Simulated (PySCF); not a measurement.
Simulated outer-valence photoelectron spectrum of trifluoroacetyl chloride, `O=C(Cl)C(F)(F)F`. Theory: EOM-IP-CCSD/aug-cc-pVDZ in PySCF, restricted Hartree–Fock reference, 11 core orbitals frozen, non-relativistic, gas phase, PBE0-D3(BJ)/def2-SVP geometry.

Each root has a Gaussian of 0.5 eV full width with its one-hole share as area; cross sections and vibrations are left out, and the highest printed point is 100.

ionisation energy (eV), intensity and a bar:
```
     11.2          0 
     11.3          0 
     11.4          2 #
     11.5          5 #
     11.6         11 ###
     11.7         21 ######
     11.8         31 #########
     11.9         37 ###########
     12.0         35 ##########
     12.1         27 ########
     12.2         17 #####
     12.3         12 ####
     12.4         15 #####
     12.5         27 ########
     12.6         46 ##############
     12.7         65 ####################
     12.8         74 ######################
     12.9         67 ####################
     13.0         49 ###############
     13.1         29 #########
     13.2         13 ####
     13.3          5 ##
     13.4          2 
     13.5          0 
     13.6          0 
     13.7          0 
     13.8          0 
     13.9          0 
     14.0          0 
     14.1          0 
     14.2          0 
     14.3          0 
     14.4          0 
     14.5          0 
     14.6          0 
     14.7          0 
     14.8          0 
     14.9          0 
     15.0          0 
     15.1          0 
     15.2          1 
     15.3          3 #
     15.4         10 ###
     15.5         22 #######
     15.6         43 #############
     15.7         68 ####################
     15.8         89 ###########################
     15.9        100 ##############################
     16.0         98 #############################
     16.1         87 ##########################
     16.2         74 ######################
     16.3         63 ###################
     16.4         55 ################
     16.5         48 ##############
     16.6         45 #############
     16.7         44 #############
     16.8         41 ############
     16.9         34 ##########
     17.0         24 #######
     17.1         14 ####
     17.2          6 ##
     17.3          2 #
     17.4          1 
     17.5          0
```

Question: Where are the maxima, and how many lines lie under the curve?

Answer: 3 maxima, at 11.9, 12.8 and 15.9 eV, from 8 lines. At this width some lines have no maximum of their own.

Question: List the lines with their holes.

Answer: 
| E (eV) | leading hole (HF orbital) | area | Koopmans (eV) |
| --- | --- | --- | --- |
| 11.93 | HOMO | 0.95 | 13.58 |
| 12.80 | HOMO-2 | 0.96 | 13.84 |
| 12.82 | HOMO-1 | 0.95 | 13.66 |
| 15.80 | HOMO-5 | 0.94 | 18.64 |
| 15.88 | HOMO-3 | 0.94 | 17.15 |
| 16.05 | HOMO-4 | 0.94 | 18.48 |
| 16.36 | HOMO-6 | 0.95 | 18.80 |
| 16.80 | HOMO-7 | 0.94 | 19.17 |

The widest gap, 2.98 eV, lies between 12.82 and 15.80 eV. Only orbitals with −ε under 21 eV, eight at most, were ionised, so the high end of the curve may lack lines.

Shape of the structure used: `[O:1]=[C:2]([Cl:3])[C:4]([F:5])([F:6])[F:7]`: O1–C2–C4–F5 -127°.
